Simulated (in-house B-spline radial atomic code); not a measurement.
Ir41+: [He] 2s2 (2p1/2)2 (2p3/2)3 3s2 3p6 3d10 4s2 4p6 4d1 (with a hole in an inner shell)

Computed with an all-electron radial atomic-structure program (B-spline basis): Dirac-Hartree-Fock, average of the jj configuration, Fermi nucleus of rms radius 5.4032 fm.

Z_r = [3n² - l(l+1)]/(2<r>); Z_e = n√(-2ε); the last column is Slater's effective charge. Values are occupation-weighted means over j. An effective charge above Z reflects the relativistic contraction of the inner shells.

```csv
shell,electrons,ε (eV),<r> (bohr),Z_r,Z_e,Slater
1s,2,-78844,0.01743,86.05,76.12,76.70
2s,2,-15635,0.0726,82.65,67.80,73.20
2p,5,-14101,0.06499,76.93,64.39,73.20
3s,2,-5146.8,0.1856,72.74,58.35,66.60
3p,6,-4638,0.1848,67.64,55.39,66.60
3d,10,-4047.7,0.1676,62.66,51.74,56.85
4s,2,-2349.1,0.3779,63.50,52.56,50.25
4p,6,-2149.1,0.3884,59.21,50.27,50.25
4d,1,-1926.5,0.3862,54.38,47.60,42.00
```

The least bound orbital is 4d5/2 at -1916 eV, while the most diffuse is 4p3/2 (<r> = 0.3954 bohr against 0.3887 bohr): energy order and size order differ. The part-filled 2p shell lies below the filled 4p shell in orbital energy.

For the 1s electron the small component carries 8.5 % of the norm, the zero-frequency Breit interaction raises the level by 273.8 eV, self-energy by 176.1 eV, and vacuum polarisation lowers it by 34.84 eV.
